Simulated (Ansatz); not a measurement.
`[OH][SnH2][SH]` → H₂ + `[OH][Sn][SH]`  (stannylene formation by 1,1-elimination)

Gas-phase electronic energies from Ansatz, PBE0-D4/def2-TZVP geometries. CCSD(T)/CBS adds triple-zeta CCSD(T) − MP2 to the extrapolated MP2 energy (def2 sets, frozen cores). This one scheme is used for every species. Functionals use def2-TZVPP. def2 core potentials past Kr. For Sn outer-core shells are correlated without core-valence functions, which leaves a few kJ/mol of doubt a bond. Each species was taken in one conformer, which may not be the lowest.

| level | ΔE (kJ/mol) |
| --- | --- |
| BHLYP-D4 | -15.2 |
| revPBE | -47.9 |

(1) What does CCSD(T)/CBS give? (Best estimate.)

Largest T1 diagnostic among the species: 0.017.

## Answers

(1) The calculation gave: -16.1 kJ/mol. The listed levels differ from it by 0.9, -31.8 kJ/mol.

From BLYP to BHLYP (50 % exact exchange), in def2-TZVPP and without D4, ΔE moves by +46.4 kJ/mol. In def2-TZVPP, CCSD(T) changes the Hartree–Fock value by −9.1 kJ/mol (the triples alone add −2.7 kJ/mol) and MP2 by −20.6 kJ/mol. Leaving LDA and LC-ωPBE aside and taking each functional with its dispersion term where it has one, the values, not all of them listed here, spread over 58.9 kJ/mol, from BLYP-D4 to B97M-V. LDA lies +33.7 kJ/mol from PBE without D4.
